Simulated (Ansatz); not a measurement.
`F[SiH2]C[SiH2]Cl`. Total charge 0; spin multiplicity 1. The geometry is a stationary point of PBE0-D4/def2-TZVP. It is one conformer, not always the lowest.

```xyz
11

F    -1.163    2.391    1.265
Si   -1.059    1.236    0.161
C     0.390    0.144    0.561
Si    0.685   -1.278   -0.601
Cl    2.326   -2.353    0.020
H    -0.886    1.893   -1.157
H    -2.329    0.471    0.194
H     0.250   -0.264    1.568
H     1.295    0.761    0.580
H     0.963   -0.797   -1.975
H    -0.472   -2.204   -0.616
```

Q: What is the dipole moment at PBE/def2-TZVPP? (Estimate.)

A: Computed: 0.51 D, with components (-0.33, -0.03, -0.39) D in this frame, pointing from negative to positive charge.

Q: And with r2SCAN, B3LYP, ωB97M-V? (Best estimate.)

A: Computed: r2SCAN 0.56 D, B3LYP 0.65 D, ωB97M-V 0.61 D.

Q: Give the Mulliken charges with PBE, r2SCAN, ωB97M-V in def2-TZVPP. (Best estimate.)

A: Ansatz gave: 
| atom | PBE | r2SCAN | ωB97M-V |
| --- | --- | --- | --- |
| F1 | -0.28 | -0.33 | -0.32 |
| Si2 | 0.48 | 0.58 | 0.49 |
| C3 | -0.28 | -0.31 | -0.42 |
| Si4 | 0.34 | 0.44 | 0.33 |
| Cl5 | -0.23 | -0.26 | -0.22 |
| H6 | -0.08 | -0.09 | -0.04 |
| H7 | -0.08 | -0.09 | -0.04 |
| H8 | 0.12 | 0.09 | 0.13 |
| H9 | 0.12 | 0.09 | 0.13 |
| H10 | -0.05 | -0.07 | -0.02 |
| H11 | -0.05 | -0.07 | -0.02 |

B3LYP here is the variant with VWN-RPA as its local correlation; programs differ in this.
